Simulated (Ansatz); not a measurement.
A structure relaxed at r2SCAN-D4/def2-SVP in Ansatz, charge 1, doublet:

Cartesian coordinates in Å:
```
Pb 1.630 1.434 1.263
Pb 0.676 -1.054 -1.087
Pb 0.381 1.894 -1.603
Pb -1.145 0.280 1.163
Pb -1.542 -2.555 0.265
```

(1) Give its formula and point group.

(2) Summarise the bond lengths by kind (pairs closer than 1.2 times the sum of covalent radii, bridged metal pairs left out).

Results:

(1) Pb5⁺ (the lowest doublet isomer of a short search). Point group C2 (tolerance 0.1 Å).

(2) 6 × Pb–Pb 3.00 to 3.19 Å.

In the def2 sets Pb takes a core potential; there is no spin–orbit coupling. The relaxation made no stability test and no search for a lower SCF solution. The structure comes from a short search, and lower isomers may exist.
